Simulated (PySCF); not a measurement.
Se(Br)(SMe) (CH3BrSSe), SMILES CS[Se]Br.

Geometry: r2SCAN-D4/def2-SVP. The structure was generated by enumeration, and PubChem lists no compound with its InChIKey, so it may never have been made. One conformer was computed; it need not be the lowest.

Calculation: M06-2X/def2-TZVP in PySCF.

Isolated molecule, no solvent.

Computed frontier levels, gap, dipole moment and polarisability:
```json
{
 "highest_occupied_level": "-8.01 eV",
 "lowest_empty_level": "-1.80 eV",
 "orbital_gap": "6.21 eV",
 "dipole_moment": "2.54 D",
 "quadrupole, principal values (traceless, Buckingham form, about the centre of nuclear charge)": "-5.65, -1.39, 7.04 D·Å",
 "mean_static_polarisability": "81.2 bohr³ (12.04 Å³)",
 "polarisability_principal_values": "58.8, 72.1, 112.9 bohr³"
}
```
